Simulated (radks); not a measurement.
Results of a calculation; reference values are marked as such.
The iodine ion I25+, configuration [Ar] 3d10. Level of theory: Dirac Kohn-Sham, PBE, spin-unpolarised, spherical densities, point nucleus (a radial shooting solver on a logarithmic mesh with Libxc functionals).

Normalised radial functions P(r) = r R(r) (large component), r in bohr:

```
   r/bohr * 3d5/2 (the largest magnitude, 1.93, reaches the edge; | marks zero)
 0.002842 *
 0.004074 *
 0.005886 *
 0.008505 *
  0.01219 *
  0.01761 |*
  0.02545 | *
  0.03648 |   *
   0.0527 |        *
  0.07554 |                *
   0.1091 |                               *
   0.1577 |                                              *
    0.226 |                                                      *
   0.3266 |                                             *
   0.4718 |                        *
   0.6763 |       *
   0.9771 |*
    1.401 *
    2.024 *
```

3d5/2: eigenvalue -1358.8 eV, 0 radial nodes, <r> = 0.281 bohr, 90 % of the charge inside 0.437 bohr.
